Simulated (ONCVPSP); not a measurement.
## Configuration tests for Mo (ONCV)

ONCVPSP 4.0.1 input, shortened (lines: element, Z, core and valence counts, functional; n l f; lmax; l rc ep ncon nbas qcut; lloc lpopt rc5 dvloc0; l nproj debl; icmod fcfact rcfact), PBE, fully relativistic:

```
  Mo 42.00    8    2        4      upf
    1    0    2.00
    2    0    2.00
    2    1    6.00
    3    0    2.00
    3    1    6.00
    3    2   10.00
    4    0    2.00
    4    1    6.00
    4    2    5.00
    5    1    1.00
    2
    0    2.95    0.32    4    9    2.10
    1    3.50    0.00    4    8    1.90
    2    1.90    0.00    3    8    9.60
    2    5    1.90    0.00
    0    2    3.20
    1    2    1.90
    2    0    1.10
    2    0.70    1.15
```

Open shells are filled in proportion to 2j + 1.

In the s channel the program set the typed energies aside and used 0.050, 3.250 Ha.

Energies are relative to the spin-unpolarised reference configuration 4d5 5p1; without spin polarisation the order of configurations can differ from experiment. The d channel is local and has no spin–orbit splitting in the pseudo-atom.

```json
{"valence configuration": "4d5 5s1 5p0", "charge": "0", "ΔE all-electron (eV)": "-3.138", "error AE − PS (meV)": "+40"}
{"valence configuration": "4d4 5p0", "charge": "+2", "ΔE all-electron (eV)": "19.214", "error AE − PS (meV)": "-32"}
{"valence configuration": "4d5 5s0.5 5p0", "charge": "+0.5", "ΔE all-electron (eV)": "-0.411", "error AE − PS (meV)": "+20"}
```

Q: What are ΔE and the potential's error for 4d5 5p0?

A: ΔE = 3.753 eV all-electron; the error (AE − PS) is +0.9 meV.

These tests converged, but a pseudo level misses the all-electron one widely, so the file describes the atom poorly there or has found another state: 4d5 5s1 5p0: empty 5p by 4.9 eV; 4d5 5s0.5 5p0: empty 5p by 2.6 eV.

Note: no bound ghost flagged but for a GHOST(-) flag that falls on a real empty level of the atom; GHOST(+) flagged for s at 9.3 eV, p3/2 at 26.6 eV, p1/2 at 28.9 eV.
